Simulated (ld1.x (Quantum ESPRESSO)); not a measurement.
**What one change does to a pseudopotential (selenium, ultrasoft)**

```json
{
 "Element": "selenium (Se)",
 "Generator": "ld1.x (Quantum ESPRESSO) 7.5",
 "Type": "ultrasoft",
 "Functional": "LDA (PZ)",
 "Relativity": "scalar-relativistic",
 "Frozen core": "[Ar] 3d10",
 "Valence charge": "6",
 "Reference configuration": "4s2 4p4",
 "Partial waves": "4s (bound): rcut 1.30, rcutus 1.50 bohr; 4s channel at -0.9 Ry: rcut 1.30, rcutus 1.50 bohr; 4p (bound): rcut 1.40, rcutus 1.60 bohr; 4p channel at 2.2 Ry: rcut 1.40, rcutus 1.60 bohr",
 "Local potential": "all-electron potential smoothed inside 1.15 bohr (lloc = -1)",
 "Core correction": "a·sin(br)/r model core inside 0.90 bohr",
 "Augmentation charge": "built from norm-conserving waves at rcut, not smoothed further"
}
```

All-electron outer shells of the reference configuration (LDA (PZ), scalar-relativistic, ld1.x):

| shell | level (eV) | outermost node (bohr) | outermost maximum (bohr) |
| --- | --- | --- | --- |
| 3p | -152.70 | 0.21 | 0.50 |
| 3d | -53.39 | – | 0.45 |
| 4s | -17.49 | 0.70 | 1.51 |
| 4p | -6.66 | 0.74 | 1.80 |

Change: core correction a·sin(br)/r model core inside 1.64 bohr.

Cutoffs: the cutoffs (Ry, on a coarse ladder) from which the occupation-weighted sum of valence levels, in a spherical-Bessel basis at the reference potential, stays within 10 and 1 mRy of its value at 400 Ry; they do not see the model core or the augmentation charge, which bear on the density cutoff. Errors are all-electron minus pseudo energies relative to the spin-unpolarised reference configuration.

Question: Predict the effect on cutoff, ghosts and configuration errors.

Answer: The potential gets neither clearly harder nor softer (15 Ry and 35 Ry → 15 Ry and 35 Ry); of the 9 tests that both files solve, the error grows in 2 and shrinks in 5 by more than 15 % and 0.3 meV (median size 4.6 → 12.2 meV); neither file shows a bound ghost. A wider model core is smoother and lowers the density cutoff, which this test does not measure.

| quantity | base | changed |
| --- | --- | --- |
| cutoff, loose | 15 Ry | 15 Ry |
| cutoff, tight | 35 Ry | 35 Ry |
| bound ghosts | none | none |
| error for 4s2 4p3, meV [ΔE 11.01 eV] | -3.4 | -2.8 |
| error for 4s2 4p2, meV [ΔE 31.57 eV] | -19 | -12 |
| error for 4s2 4p1, meV [ΔE 62.72 eV] | -64 | -32 |
| error for 4s2 4p4.3, meV [ΔE -1.64 eV] | +0.3 | +0.3 |
| error for 4s2 4p3.5, meV [ΔE 4.39 eV] | -1.0 | -0.9 |
| error for 4s1 4p4, meV [ΔE 22.59 eV] | -15 | -4.5 |
| error for 4s2 4p0, meV [ΔE 105.30 eV] | -168 | -63 |
| error for 4s2 4p4 (spin-polarised), meV [ΔE -0.59 eV] | +0.1 | +34 |
| error for 4s2 4p3 (spin-polarised), meV [ΔE 9.37 eV] | -4.6 | +101 |
| s: phases at 1.74 bohr within 0.05 rad from the reference energy up to (Ry; the scan ends near 5) | 0.4 | 0.4 |
| p: phases at 1.74 bohr within 0.05 rad from the reference energy up to (Ry; the scan ends near 5) | to the end of the scan | to the end of the scan |
| lowest overlap eigenvalue by channel | s 0.20, p 0.34 | s 0.20, p 0.34 |
